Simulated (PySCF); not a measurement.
Compound: CH₃Cl₅Si₂.
Geometry (GFN2-xTB, Å), atoms numbered from 1 in this order:
```
atom  x, y, z in Å
C1    -1.7041    0.2904   -0.3758
Si2   -0.3062   -0.5951    0.5660
Cl3   -0.4328   -2.5846    0.2156
Cl4   -0.5574   -0.2926    2.5514
Si5    1.7665    0.2285   -0.1340
Cl6    1.9967   -0.0579   -2.1267
Cl7    1.8778    2.2242    0.1995
Cl8    3.3460   -0.6326    0.7914
H9    -1.6151    0.1369   -1.4475
H10   -1.6844    1.3614   -0.1943
H11   -2.6816   -0.0759   -0.0716
```

Theory: TDDFT PBE0/def2-SVPD, vertical, gas phase, core orbitals frozen in the response in PySCF 2.14.0, density-fitted response routines.

A / s⁻¹ = 0.6670 f (ν̃ / cm⁻¹)² and τ = 1/A in vacuum; |μ| follows from f = (2/3) ΔE |μ|² (atomic units, 1 au = 2.5417 D); ∫σ dE = 109.76 f Mb·eV.

Only emission to the ground state at the vertical energy is counted.

Energies and rates of the computed singlets with f of 0.002 or more:

```csv
state,E (eV),A (s⁻¹)
S1,6.32,6.19×10⁷
S2,6.37,8.40×10⁷
S3,7.06,4.26×10⁸
S4,7.24,4.79×10⁷
S5,7.25,4.23×10⁷
S7,7.35,1.19×10⁸
S8,7.49,2.20×10⁷
```

Question: Which f and |μ| stand behind these rates?

Answer: f = A / (0.6670 ν̃²), and |μ| follows from f:

```json
{"state": "S1", "f": "0.036", "|μ| (D)": "1.22", "τ": "16 ns", "main configurations (H = HOMO, L = LUMO)": "H→L (97%)"}
{"state": "S2", "f": "0.048", "|μ| (D)": "1.41", "τ": "12 ns", "main configurations (H = HOMO, L = LUMO)": "H→L+1 (96%)"}
{"state": "S3", "f": "0.197", "|μ| (D)": "2.72", "τ": "2.3 ns", "main configurations (H = HOMO, L = LUMO)": "H→L+2 (93%)"}
{"state": "S4", "f": "0.021", "|μ| (D)": "0.88", "τ": "21 ns", "main configurations (H = HOMO, L = LUMO)": "H-1→L (94%)"}
{"state": "S5", "f": "0.019", "|μ| (D)": "0.82", "τ": "24 ns", "main configurations (H = HOMO, L = LUMO)": "H-1→L+1 (90%)"}
{"state": "S7", "f": "0.051", "|μ| (D)": "1.35", "τ": "8.4 ns", "main configurations (H = HOMO, L = LUMO)": "H-2→L (93%)"}
{"state": "S8", "f": "0.0090", "|μ| (D)": "0.56", "τ": "45 ns", "main configurations (H = HOMO, L = LUMO)": "H-4→L+1 (52%), H-3→L (39%)"}
```

Question: What is the integrated cross-section of all computed states together?

Answer: Σf = 0.380 over S1 to S8, so 109.76 × Σf ≈ 41.7 Mb·eV.

Question: By what factor does the largest A in the list exceed the smallest?

Answer: S3 has 19 times the rate of S8.

Question: How much energy does a mole of photons resonant with S3 carry?

Answer: 7.056 eV × 96.485 = 681 kJ/mol (163 kcal/mol).
